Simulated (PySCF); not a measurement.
selenium hexafluoride (F₆Se), SMILES F[Se](F)(F)(F)(F)F.

Coordinates come from a ωB97X-D3(BJ)/def2-SVP optimisation.

The numbers are results of B3LYP/def2-TZVP run with PySCF, not measurements.

Symmetry labels are those of the subgroup D2h that the program uses (full group Oh).

Computed valence orbital energies around the gap with their symmetry:
```
orbital  symmetry  energy (eV)
-------  --------  -----------
HOMO−7        B2u       -13.35
HOMO−6        B3u       -13.35
HOMO−5        B1u       -13.25
HOMO−4        B2u       -13.25
HOMO−3        B3u       -13.25
HOMO−2        B1g       -12.40
HOMO−1        B2g       -12.40
HOMO          B3g       -12.40
LUMO           Ag        -4.25
LUMO+1        B1u         1.29
LUMO+2        B2u         1.29
LUMO+3        B3u         1.29
```
